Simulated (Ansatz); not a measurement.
The cluster W2N2⁺. The state is a doublet with charge 1. Geometry PBE-D4/def2-TZVP, that of the neutral singlet; atoms count from 1.

```xyz
4

W     0.920    0.600   -0.632
W     0.122    2.259    0.327
N    -0.190   -1.012   -0.037
N    -0.852   -1.847    0.341
```

In the def2 sets W takes a core potential; there is no spin–orbit coupling. The charge 1 doublet is spin-contaminated (final ⟨S²⟩ up to 2.03, 0.75 for a pure state). The structure comes from a short search, and lower isomers may exist.

**Question.** Estimate the Mulliken populations from the PBE0/def2-TZVP orbitals of Ansatz.

**Answer.** 
| atom | charge (e) | spin (α − β) | d electrons |
| --- | --- | --- | --- |
| W1 | 0.49 | -1.92 | 4.52 |
| W2 | 0.46 | 3.02 | 4.52 |
| N3 | -0.03 | 0.10 | – |
| N4 | 0.08 | -0.20 | – |
Mulliken values depend strongly on the basis.

**Question.** Where does the spin sit?

**Answer.** Summed by element: W 1.10, N -0.10, of 1 unpaired in all. Largest on single atoms: W2 3.02, W1 -1.92, N4 -0.20.

**Question.** And the Mayer bond orders between heavy atoms (over 0.3)?

**Answer.** W1–W2 3.82 (2.08 Å); W1–N3 0.63 (2.05 Å); N3–N4 2.54 (1.13 Å).
